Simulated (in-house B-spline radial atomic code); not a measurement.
**Ionising the selenium ion Se²⁺ with different functionals**

Computed with a radial B-spline atomic code at the basis-set limit: four-component Dirac-Coulomb Hamiltonian, Fermi nucleus of rms radius 4.14 fm, spin-restricted, spherical fractional occupations for the functionals, and exact exchange of hybrids averaged over the configuration. The ionisation energy is the difference of two self-consistent energies, [Ar] 3d10 4s2 4p2 → [Ar] 3d10 4s2 4p1, without Breit or QED terms; ε is the level of the shell that loses the electron (mean over j). The electron is taken from both j subshells in proportion to 2j + 1, so the result is a j average, not the step between ground levels.

| method | rung | ΔSCF (eV) | -ε(4p) (eV) |
| --- | --- | --- | --- |
| B3LYP | global hybrid | 31.05 | 26.77 |
| CAM-B3LYP | range-separated hybrid | ? | ? |
| wB97X | range-separated hybrid | ? | ? |
| LC-wPBE | range-separated hybrid | 31.09 | 30.00 |

Problem. What does CAM-B3LYP give?

Solution. ΔSCF 31.10 eV, and -ε(4p) = 28.54 eV.

Problem. What does wB97X give?

Solution. ΔSCF 30.92 eV, and -ε(4p) = 29.49 eV.

Problem. Among the functionals, which spreads more, the ΔSCF values or the orbital energies?

Solution. The orbital energies: ΔSCF values span about 0.18 eV and the orbital energies 3.23 eV; here energy differences depend much less on the functional than eigenvalues do.

Problem. How do they compare with the NIST value?

Solution. NIST lists 31.70 eV ± 0.019 (measured, ground level to ground level). Errors run from -0.77 to -0.60 eV. The correlated functionals all miss on the same side by more than they spread, so the cause is common to them (Breit-QED terms, spin polarisation, the choice among j levels, multiplet and fine-structure energies, or a listed next ion that isn't the cheapest removal here) and closeness doesn't rank the functionals.
